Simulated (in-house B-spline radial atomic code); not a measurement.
Radial electron density of Cl⁺, [Ne] 3s2 3p4. Computed with an all-electron radial atomic-structure program (B-spline basis): non-relativistic CAM-B3LYP, spin-polarised, spherical fractional occupations, exact exchange averaged over the configuration, point nucleus.

Columns: r (bohr), 4πr²n(r) (electrons per bohr), bar.

```
  0.0035   0.4408 #
  0.0042   0.6198 #
 0.00504   0.8674 ##
 0.00605    1.208 ###
 0.00725    1.665 ####
  0.0087    2.282 #####
  0.0104    3.078 #######
  0.0125    4.141 #########
   0.015    5.477 ############
   0.018    7.125 ################
  0.0216    9.083 ####################
  0.0259    11.29 #########################
  0.0311    13.67 ###############################
  0.0373    15.98 ####################################
  0.0447    17.94 ########################################
  0.0536    19.24 ###########################################
  0.0643    19.59 ############################################
  0.0772    18.85 ##########################################
  0.0926    17.21 #######################################
   0.111    15.21 ##################################
   0.133    13.67 ###############################
    0.16    13.33 ##############################
   0.192    14.54 #################################
    0.23    16.75 ######################################
   0.276     18.8 ##########################################
   0.331    19.26 ###########################################
   0.397    17.34 #######################################
   0.476    13.43 ##############################
   0.571     8.91 ####################
   0.684    5.427 ############
   0.821    3.798 #########
   0.985    3.763 ########
    1.18    4.237 ##########
    1.42    4.244 ##########
     1.7      3.5 ########
    2.04    2.334 #####
    2.45    1.247 ###
    2.93   0.5398 #
    3.52   0.1774 
    4.22  0.04393 
    5.06 0.007598 
    6.07 0.0008552
```

On this grid the curve has 3 maxima, near 0.0643, 0.331, 1.42 bohr.

The 3s down radial function P(r) = rR(r), positive near the nucleus:

```tsv
r (bohr)	P
0.00118	0.01452
0.00169	0.02062
0.00244	0.02939
0.0035	0.04139
0.00504	0.05804
0.00725	0.08033
0.0104	0.109
0.015	0.1448
0.0216	0.1847
0.0311	0.2217
0.0447	0.2409
0.0643	0.2186
0.0926	0.1256
0.133	-0.05142
0.192	-0.2808
0.276	-0.4381
0.397	-0.3573
0.571	0.03916
0.821	0.5774
1.18	0.889
1.7	0.7608
2.45	0.3915
3.52	0.1154
5.06	0.01599
```
